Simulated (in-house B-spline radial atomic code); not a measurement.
Results of a calculation; reference values are marked as such.
**What the choice of pseudopotential does to G0W0 on PBE0: Ge²⁺**

All numbers come from a B-spline radial code for spherical atoms, non-relativistic, configuration [Ar] 3d10 4s2, open shells at high spin. Semilocal Troullier-Martins pseudo-atoms, one channel per l, are made with PBE or LDA for several valence sets and radii, with or without a model core, and set against the all-electron atom. One channel fits only the lowest state of its l, so a second state of that l is approximate. All electrons give 4s: PBE0 -29.806 eV, G0W0 -33.88 eV, 3d: PBE0 -53.87 eV, G0W0 -61.03 eV. Potentials are made in the ion's own configuration unless the neutral atom is named, and a smooth local potential serves every l without a channel. Potentials that miss their own reference levels by more than 6 millihartree, or need radii over 3.5 bohr, are left out. Columns give pseudo minus all-electron, in eV; a dash marks a level in the core or of low weight.

```tsv
valence	made with	radii (bohr)	model core (bohr)	4s PBE0	4s G0W0	3d PBE0	3d G0W0
4s	PBE	s 1.97 p 2.27	none	-0.09	+0.11	-	-
4s	PBE	s 2.23 p 2.56	none	-0.11	+0.09	-	-
4s	PBE, neutral atom	s 1.60 p 2.00	1.43	+0.24	+0.47	-	-
4s	PBE	s 1.71 p 1.97	1.46	+0.32	+0.57	-	-
3d 4s	LDA, neutral atom	s 1.75 p 2.22 d 1.51	none	-0.16	-0.65	+1.38	+5.35
3d 4s	PBE	s 1.97 p 2.27 d 1.74	none	-0.21	-0.78	+1.98	+5.77
3d 4s	PBE, neutral atom	s 1.60 p 2.00 d 1.36	0.31	-0.17	-0.63	+2.90	+7.12
3p 3d 4s	PBE, neutral atom	s 1.42 p 0.44 d 1.21	none	-0.43	-1.44	-	-
3p 3d 4s	LDA	s 1.68 p 0.55 d 1.51	0.29	-0.29	-1.22	+0.46	+1.51
3p 3d 4s	LDA, neutral atom	s 2.01 p 0.63 d 1.74	0.29	-0.36	-1.49	+0.44	+1.57
3s 3p 3d 4s	PBE, neutral atom	s 0.49 p 0.49 d 1.36	none	-0.26	-0.35	+0.04	+0.11
3s 3p 3d 4s	LDA, neutral atom	s 0.55 p 0.55 d 1.51	none	-0.10	-0.19	-0.34	-0.31
3s 3p 3d 4s	PBE, neutral atom	s 0.49 p 0.49 d 1.36	0.29	-0.20	-0.28	-0.10	-0.03
3s 3p 3d 4s	PBE, neutral atom	s 0.63 p 0.63 d 1.74	0.29	-0.19	-0.34	+0.09	+0.18
```

(1) How does the G0W0 shift of 4s, which all sets hold, depend on the valence set?

Answers

(1) Mean size: 3s 3p 3d 4s: 0.29 eV; 4s: 0.31 eV; 3d 4s: 0.69 eV; 3p 3d 4s: 1.38 eV. A semicore state feels strong exchange with the other subshells of its n, so the gain is largest when that whole shell is in the valence. A larger valence set can do worse when it takes only part of a shell, whose exchange with the frozen rest is then left to the functional. The means mix radii and the functional used in making the potentials.
